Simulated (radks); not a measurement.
Q: All-electron atom: Ta11+ in [Kr] 4d10 4f13 5s2 5p1 (the NIST ground configuration). All-electron calculation, scalar-relativistic Kohn-Sham, LDA (Slater exchange, Perdew-Wang correlation), spin-polarised, spherical densities, point nucleus; open shells are filled with parallel spins first (spin-orbit coupling, left out, can overturn this in heavy ions). Program: a radial shooting solver on a logarithmic mesh with Libxc functionals. Some entries of the table are withheld. Estimate them.

orbital  occ.  eigenvalue (eV)  r(max) (bohr)
1s up       1        -67518.24        0.01168
1s down     1        -67518.09        0.01168
2s up       1        -11767.48        0.06689
2s down     1        -11767.36        0.06689
2p up       3        -10341.11        0.05477
2p down     3        -10340.97        0.05477
3s up       1        -2847.919         0.1888
3s down     1        -2847.213         0.1888
3p up       3        -2423.702         0.1866
3p down     3        -2422.985         0.1866
3d up       5        -1927.994         0.1518
3d down     5        -1927.415         0.1518
4s up       1        -736.1450         0.4286
4s down     1        -734.8693         0.4286
4p up       3        -596.5231         0.4491
4p down     3        -595.2563         0.4491
4d up       5        -417.6564         0.4602
4d down     5        -416.3662         0.4602
5s up       1        -251.5042         0.9471
5s down     1        -249.6045         0.9462
4f up       7        -217.8924            (1)
4f down     6        -216.4693            (2)
5p up       1        -210.8991          1.040
5p down     0        -208.9871          1.039
5d up       0              (3)          1.204
5d down     0              (4)          1.206
6s up       0        -126.3545          1.845
6s down     0        -125.4510          1.852

A: 
(1) 4f up r(max) (bohr): 0.4343
(2) 4f down r(max) (bohr): 0.4343
(3) 5d up eigenvalue (eV): -158.0789
(4) 5d down eigenvalue (eV): -156.3038
